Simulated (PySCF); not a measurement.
C4H4O2, SMILES Oc1ccco1. Atoms are numbered in the order given.

```xyz
10

O      0.1354     1.9911     0.0000
C     -0.0606     0.6729     0.0000
C     -1.1655    -0.1324     0.0000
C     -0.6454    -1.4705     0.0000
C      0.7082    -1.3587     0.0000
O      1.0646    -0.0423     0.0000
H     -0.7220     2.4285     0.0000
H     -2.2066     0.1813     0.0000
H     -1.2177    -2.3958     0.0000
H      1.5262    -2.0722     0.0000
```
Charge 0, spin multiplicity 1.

Coordinates come from a PBE0-D3(BJ)/def2-SVP optimisation. The values are those of a single conformer.

These are PBE0-D3(BJ)/def2-SVP run with PySCF values and carry that method's errors.

Frequencies are harmonic and unscaled.

Q: Estimate the vibrational spectrum. (The exact figures need the calculation; the answer reports its results.)

A: 
```csv
mode,ν (cm⁻¹),IR (km/mol),Raman (Å⁴/amu),depolarisation,moving atoms (share of kinetic energy)
1,264,107.8,1.0,0.75,"H 91 %, C 8 %"
2,306,5.0,2.1,0.75,"O 51 %, C 38 %, H 10 %"
3,447,8.8,1.3,0.60,"O 50 %, C 31 %, H 19 %"
4,617,7.8,0.7,0.75,"C 64 %, H 25 %, O 11 %"
5,681,25.3,0.5,0.75,"H 46 %, C 45 %, O 9 %"
6,707,8.5,7.1,0.39,"O 57 %, C 37 %"
7,724,45.5,1.9,0.75,"H 58 %, C 31 %, O 11 %"
8,764,35.0,1.5,0.75,"H 60 %, C 39 %"
9,880,0.3,1.6,0.75,"H 76 %, C 24 %"
10,903,1.1,4.1,0.73,"C 69 %, O 19 %, H 12 %"
11,996,18.2,7.0,0.20,"O 38 %, H 37 %, C 25 %"
12,1026,27.7,1.7,0.60,"H 75 %, C 15 %, O 9 %"
13,1115,20.9,12.2,0.13,"H 48 %, C 35 %, O 17 %"
14,1167,72.5,13.9,0.32,"H 60 %, C 30 %, O 10 %"
15,1216,74.0,1.2,0.58,"O 41 %, H 35 %, C 24 %"
16,1278,36.4,0.8,0.67,"H 58 %, C 33 %, O 9 %"
17,1362,3.5,13.4,0.68,"C 72 %, H 22 %"
18,1517,25.9,0.3,0.17,"C 66 %, H 24 %, O 11 %"
19,1604,52.5,31.5,0.20,"C 88 %, H 10 %"
20,1694,300.8,9.2,0.19,C 89 %
21,3275,3.9,77.8,0.75,"H 92 %, C 8 %"
22,3287,1.3,68.3,0.13,"H 91 %, C 9 %"
23,3318,0.6,108.0,0.16,"H 90 %, C 10 %"
24,3913,130.4,72.9,0.27,H 94 %
```
